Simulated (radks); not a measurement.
Ga5+, configuration [Ar] 3d8.

Calculated with a radial shooting solver on a logarithmic mesh with Libxc functionals: scalar-relativistic Kohn-Sham, r2SCAN, spin-unpolarised, spherical densities, finite nucleus; meta-GGA in the generalised Kohn-Sham scheme; Fermi nuclear charge, rms radius 3.9973 fm.

Energy parts (eV):
total: -52694.922
kinetic: 53599.612
electron-nucleus: -124752.878
Hartree: 20449.433
exchange-correlation: -1991.089

Orbitals (lengths in bohr, moments of r in powers of bohr):
| orbital | occ. | eigenvalue (eV) | <1/r> | <r> |
|---|---|---|---|---|
| 1s | 2 | -10348.28 | 31.30 | 0.04861 |
| 2s | 2 | -1363.112 | 6.863 | 0.2175 |
| 2p | 6 | -1196.204 | 6.715 | 0.1907 |
| 3s | 2 | -237.4581 | 2.221 | 0.6403 |
| 3p | 6 | -185.9067 | 2.078 | 0.6603 |
| 3d | 8 | -101.8729 | 1.796 | 0.7065 |

The highest occupied level is 3d at -101.87 eV. Summed over all electrons, <r^2> = 9.313 bohr^2, which gives a Langevin (diamagnetic) susceptibility term of -7.38 x 10^-6 cm^3/mol. The electron density at the nucleus is 2.852e+04 e/bohr^3 (large components only). The density falls to 0.001 e/bohr^3 at r = 2.21 bohr.
